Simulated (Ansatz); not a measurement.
Spectroscopic constants of AlRu, multiplicity 4 (lowest of 2S+1 = 2, 4, 6 at CCSD(T)/def2-TZVPP on PBE0 minima; our sources give no spin for the ground state, which may be another). No spin–orbit coupling.

Seven points along R, fitted to fifth degree in 1/R; most abundant isotopes. In def2 and cc sets the state is the lowest found near the PBE0 minimum, followed along R.

The values were computed with Ansatz (a first-principles code) with Gaussian orbitals.  In def2 rows elements past Kr take small-core potentials, without spin–orbit coupling.

**Question.** What bond length and harmonic frequency does SVWN5/def2-TZVPP give?

**Answer.** r_e = 2.216 Å, ω_e = 401 cm⁻¹.

**Question.** What bond length and harmonic frequency does r2SCAN/def2-TZVPP give?

**Answer.** r_e = 2.293 Å, ω_e = 325 cm⁻¹.

**Question.** What bond length and harmonic frequency does PBE0/def2-TZVPP give?

**Answer.** r_e = 2.252 Å, ω_e = 341 cm⁻¹.
